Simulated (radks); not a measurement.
Spherical quantum dot in the effective-mass picture: electrons in a hard-walled sphere of radius 1.35, all in effective atomic units (hartree* = m*/eps^2 hartree, bohr* = eps/m* bohr), one dielectric constant everywhere. Method: non-relativistic Kohn-Sham, PBE, spin-polarised, spherical densities; computed with a radial shooting solver with Libxc functionals. Levels are named by radial order and angular momentum (1s, 1p, 1d, 2s, ...), and open shells are averaged over m. Results are scaled to m* = 0.075 and eps = 8.3, for which hartree* = 29.62 meV and bohr* = 5.856 nm.

N = 34, configuration 1s2 1p6 1d10 2s2 1f14. This is the lowest configuration that the search found. Occupied and some empty levels:

level  occupation  eigenvalue (meV)  <r> (nm)
1s              2            1085.6     4.922
1p              6            1137.5     5.273
1d             10            1219.4     5.525
1f             14            1327.3     5.719
2s              2            1341.8     3.632
1g              0            1459.1     5.876
2p              0            1492.0     4.160
2d              0            1666.2     4.514

Energy (meV): total 26026.9, kinetic 10525, external 0, Hartree 16843, exchange-correlation -1340.5.
